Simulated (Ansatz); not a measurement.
Relaxation of CH₈AlNOSn (13 atoms, charge 0, multiplicity 1), to a largest force component of 0.02 eV/Å in at most 50 steps.

Method: Ansatz, RKS PBE/def2-SVP.

```xyz
13
Properties=species:S:1:pos:R:3:forces:R:3
N -1.147 -0.017 -1.047 -2.09 2.32 -0.89
C -0.031 -0.222 -0.218 1.38 0.41 0.16
Sn -0.497 -1.854 1.085 0.43 -0.71 1.29
O 0.343 0.923 0.569 0.85 0.83 -0.66
Al 1.393 2.098 -0.328 -0.47 -0.18 0.60
H -1.953 0.452 -0.466 1.61 -1.07 -1.08
H -0.917 0.747 -1.773 -0.45 -1.09 0.83
H 0.871 -0.538 -0.848 -0.72 -0.06 0.19
H -1.833 -1.420 2.144 0.20 -0.07 -0.27
H 0.931 -2.172 2.132 -0.59 0.07 -0.40
H -0.852 -3.276 0.170 -0.05 -0.06 0.02
H 2.994 1.963 -0.163 -0.26 -0.01 -0.04
H 0.718 3.282 -1.241 0.16 -0.39 0.26
```

**Question.** Where does it end, and by what steps?

**Answer.** The run converged. The force dipped under the threshold on the way, but the program's further checks kept it going. After 20 steps the energy has fallen by 0.693 eV; O4 moved furthest, 1.25 Å.

| step | energy less start (eV) | largest force component (eV/Å) | accepted |
| --- | --- | --- | --- |
| 0 | 0.0000 | 2.325 | yes |
| 1 | -0.2604 | 0.955 | yes |
| 2 | -0.3459 | 0.620 | yes |
| 3 | -0.4384 | 0.849 | yes |
| 4 | -0.4948 | 1.025 | yes |
| 5 | -0.5833 | 0.529 | yes |
| 6 | -0.6354 | 0.158 | yes |
| 7 | -0.6486 | 0.214 | yes |
| 8 | -0.6714 | 0.157 | yes |
| 9 | -0.6661 | 0.427 | no |
| 10 | -0.6789 | 0.079 | yes |
| 11 | -0.6835 | 0.046 | yes |
| 12 | -0.6846 | 0.106 | yes |
| 13 | -0.6869 | 0.088 | yes |
| 14 | -0.6904 | 0.039 | yes |
| 15 | -0.6915 | 0.043 | yes |
| 16 | -0.6918 | 0.059 | yes |
| 17 | -0.6924 | 0.042 | yes |
| 18 | -0.6927 | 0.027 | yes |
| 19 | -0.6929 | 0.012 | yes |
| 20 | -0.6929 | 0.016 | yes |

```xyz
13
Properties=species:S:1:pos:R:3
N -1.130 0.049 -1.156
C 0.089 -0.497 -0.635
Sn -0.429 -1.741 1.128
O 1.111 0.412 -0.270
Al 1.323 2.111 -0.058
H -1.599 0.683 -0.498
H -0.992 0.555 -2.042
H 0.512 -1.187 -1.398
H -1.406 -0.722 2.140
H 0.986 -2.215 2.005
H -1.339 -3.148 0.693
H 2.789 2.538 0.384
H 0.106 3.127 -0.277
```

Time of the run: 81 s on 2 threads of Arm Neoverse V1, on a shared host, peak memory 0.19 GiB.
